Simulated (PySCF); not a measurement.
CH₅Cl₂NZr, multiplicity 1. Atoms are numbered in the order given.

```xyz
10

Zr     0.0554    -0.1613     0.0000
Cl    -0.0048     1.0082    -2.0556
Cl    -0.0048     1.0082     2.0556
N      1.5441    -1.5157     0.0000
H      2.0038    -1.9028    -0.8340
H      2.0038    -1.9028     0.8340
C     -1.7634    -1.4169     0.0000
H     -2.6669    -0.7661     0.0000
H     -1.8098    -2.0713     0.8977
H     -1.8098    -2.0713    -0.8977
```
Charge 0, spin multiplicity 1.

Coordinates come from a PBE-D3(BJ)/def2-SVP optimisation. The multiplicity is an assumed one; no other spin state was optimised. The structure was generated by enumeration; whether it is a known compound was not checked. The def2 effective core potentials stand for the cores of Zr; spin–orbit coupling is left out. One conformer was computed; it need not be the lowest.

Calculation: PBE0/def2-TZVP run with PySCF.

ESP charges are fitted to the potential on shells at 1.4 to 2.0 van der Waals radii. Atomic charges (e):

```json
[
 {"atom": "Zr1", "Mulliken": "1.36", "ESP fit": "1.04"},
 {"atom": "Cl2", "Mulliken": "…", "ESP fit": "-0.29"},
 {"atom": "Cl3", "Mulliken": "…", "ESP fit": "-0.29"},
 {"atom": "N4", "Mulliken": "-0.83", "ESP fit": "-1.05"},
 {"atom": "H5", "Mulliken": "0.26", "ESP fit": "0.40"},
 {"atom": "H6", "Mulliken": "0.26", "ESP fit": "0.40"},
 {"atom": "C7", "Mulliken": "…", "ESP fit": "-0.59"},
 {"atom": "H8", "Mulliken": "…", "ESP fit": "0.11"},
 {"atom": "H9", "Mulliken": "…", "ESP fit": "0.14"},
 {"atom": "H10", "Mulliken": "…", "ESP fit": "0.14"}
]
```

Q: Some entries are withheld; supply them. (The exact figures need the calculation; the answer reports its results.)

A: 
- Cl2, Mulliken: -0.40
- Cl3, Mulliken: -0.40
- C7, Mulliken: -0.72
- H8, Mulliken: 0.16
- H9, Mulliken: 0.16
- H10, Mulliken: 0.16
